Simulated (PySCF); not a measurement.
B3LYP has the VWN-RPA correlation part, as in Gaussian. Excitations are Tamm–Dancoff values on a coarser integration grid. The basis has no diffuse functions, so Rydberg states are missing or too high.

Cartesian coordinates (Å):
```xyz
6

B     -0.7735     0.0064     0.0162
C      0.7748    -0.1144     0.1078
O      1.2445     0.6189    -0.7485
H     -1.3201     0.8799     0.6083
H     -1.3614    -0.6829    -0.7530
H      1.4357    -0.7079     0.7693
```
Charge 0, spin multiplicity 1.

### Question
What is the computed dipole moment, S1–T1 gap (TDA), T1 excitation (TDA), HOMO–LUMO gap and HOMO (B3LYP-D3(BJ)/def2-TZVP (PySCF 2.14.0))?

### Answer

```json
{
  "dipole_moment": "0.477 e·Å",
  "S1–T1 gap (TDA)": "0.66 eV",
  "T1 excitation (TDA)": "3.23 eV",
  "HOMO–LUMO gap": "5.22 eV",
  "HOMO": "-7.33 eV"
}
```
